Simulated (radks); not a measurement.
Valence configurations of Os II (all share [Xe]). Calculated with a radial shooting solver on a logarithmic mesh with Libxc functionals: Dirac Kohn-Sham, PBEsol, spin-unpolarised, spherical densities, finite nucleus; open shells fill j = l - 1/2 first; Fermi nuclear charge, rms radius 5.4126 fm. Energies are relative to 4f14 5d6 6s1; eigenvalues in eV.

\begin{tabular}{lrrrrrr}
valence & E (eV) & e(4f5/2) & e(4f7/2) & e(5d3/2) & e(5d5/2) & e(6p1/2) \\ \hline
4f14 5d6 6s1 & 0.000 & -61.081 & -58.275 & -14.646 & -13.562 & - \\
4f13.5 5d6 6s1 6p0.5 & 26.882 & -68.355 & -65.498 & -16.952 & -15.755 & -8.476 \\
4f14 5d6 6s0.5 6p0.5 & 2.705 & -61.714 & -58.909 & -15.209 & -14.115 & -8.066 \\
4f13 5d6 6s1 6p1 & 57.065 & -75.877 & -72.967 & -19.356 & -18.046 & -9.215 \\
4f14 5d5 6s2 & 0.919 & -64.101 & -61.294 & -16.691 & -15.534 & - \\
4f14 5d6 6p1 & 5.437 & -62.336 & -59.530 & -15.758 & -14.655 & -8.397 \\
4f13.5 5d6 6p1.5 & 32.614 & -69.590 & -66.732 & -18.043 & -16.828 & -9.113 \\
4f14 5d6.5 6s0.5 & -0.121 & -59.668 & -56.863 & -13.679 & -12.630 & - \\
4f13 5d6 6s2 & 51.145 & -74.619 & -71.709 & -18.237 & -16.944 & - \\
4f13.5 5d5.5 6s1 6p1 & 30.746 & -70.562 & -67.704 & -18.572 & -17.329 & -9.149 \\
\end{tabular}

NIST lists [Xe] 4f14 5d6 6s1 as the ground configuration; this level of theory puts 4f14 5d6.5 6s0.5 lower, by 0.121 eV. The energies are those of spherical spin-averaged densities, not of single terms.
